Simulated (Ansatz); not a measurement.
Basis sets compared for NbSeF3. The state is a singlet with charge 0. Geometry r2SCAN-D4/def2-SVP. Ansatz on 4 threads of Arm Neoverse V2 on a shared host; times are rough, and most runs start from earlier orbitals.

Cartesian coordinates in Å:
```
Nb -0.001 -0.048 -0.095
Se 0.016 0.982 1.934
F -0.052 -1.880 0.184
F 1.542 0.432 -1.003
F -1.506 0.514 -1.020
```

In the def2 sets Nb takes a core potential, while STO-3G treats all electrons; there is no spin–orbit coupling.

STO-3G and 6-31G are all-electron sets without relativity, so their totals don't compare with the def2 sets.

Binding counts from free atoms (Nb sextet, Se triplet, F doublet) in the same basis, without a counterpoise term.

```json
{"level": "HF/STO-3G", "functions": "60", "energy (Eh)": "-6383.9671", "HOMO (eV)": "-6.84", "LUMO (eV)": "4.63", "binding per atom (eV)": "3.21", "wall time": "0.35 s"}
{"level": "HF/def2-TZVP", "functions": "181", "energy (Eh)": "-2754.8942", "HOMO (eV)": "-10.44", "LUMO (eV)": "0.41", "binding per atom (eV)": "2.74", "wall time": "2.2 s"}
{"level": "PBE-D4/def2-SVP", "functions": "105", "energy (Eh)": "-2757.1990", "HOMO (eV)": "-6.80", "LUMO (eV)": "-3.52", "binding per atom (eV)": "5.04", "wall time": "1 s"}
{"level": "PBE-D4/def2-TZVP", "functions": "181", "energy (Eh)": "-2757.8719", "HOMO (eV)": "-6.89", "LUMO (eV)": "-3.63", "binding per atom (eV)": "4.90", "wall time": "1.9 s"}
{"level": "r2SCAN-D4/def2-TZVP", "functions": "181", "energy (Eh)": "-2758.3800", "HOMO (eV)": "-7.19", "LUMO (eV)": "-3.63", "binding per atom (eV)": "4.69", "wall time": "3.8 s"}
{"level": "PBE0-D4/def2-SVP", "functions": "105", "energy (Eh)": "-2757.2106", "HOMO (eV)": "-8.04", "LUMO (eV)": "-2.92", "binding per atom (eV)": "4.62", "wall time": "1.5 s"}
{"level": "PBE0-D4/def2-TZVP (with forces)", "functions": "181", "energy (Eh)": "-2757.8847", "HOMO (eV)": "-8.06", "LUMO (eV)": "-2.96", "binding per atom (eV)": "4.53", "wall time": "3.8 s"}
```

Problem. Estimate the rows for PBE-D4/def2-TZVPD, r2SCAN-D4/def2-TZVPD, PBE0-D4/def2-TZVPD.

Solution. 
```csv
level,functions,energy (Eh),HOMO (eV),LUMO (eV),binding per atom (eV),wall time
PBE-D4/def2-TZVPD,217,-2757.8761,-6.90,-3.65,4.90,2.6 s
r2SCAN-D4/def2-TZVPD,217,-2758.3845,-7.17,-3.61,4.70,4.9 s
PBE0-D4/def2-TZVPD,217,-2757.8891,-8.05,-2.95,4.53,4.1 s
```
